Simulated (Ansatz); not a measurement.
Mulliken charges of `[NH2][Nb](=[O])([OH])[Cl]` from ωB97M-V/def2-TZVPP in Ansatz (PBE0-D4/def2-TZVP geometry).

```csv
atom,x (Å),y (Å),z (Å),charge (e)
N1,-0.986,0.946,0.341,-0.497
Nb2,0.645,-0.013,-0.146,1.333
O3,1.864,0.689,0.787,-0.496
O4,0.552,-1.857,0.281,-0.494
Cl5,1.038,0.266,-2.414,-0.320
H6,-1.904,0.765,-0.043,0.132
H7,-1.028,1.697,1.014,0.157
H8,-0.090,-2.550,0.124,0.184
```

By hand: the dipole of these point charges (1 e Å = 4.8032 D).

Σ q r = (-0.609, -0.099, 0.056) e Å, of length 0.620 e Å = 2.98 D.

How does the dipole of the full density compare? (Best estimate.)

Computed: (-0.915, -0.198, 0.101) e Å, 4.52 D; the point charges give 0.66 times that, at 3° from its direction.

Point charges leave out the atoms' own dipoles, such as those of lone pairs, and Mulliken's split depends on the basis, so the two needn't agree.
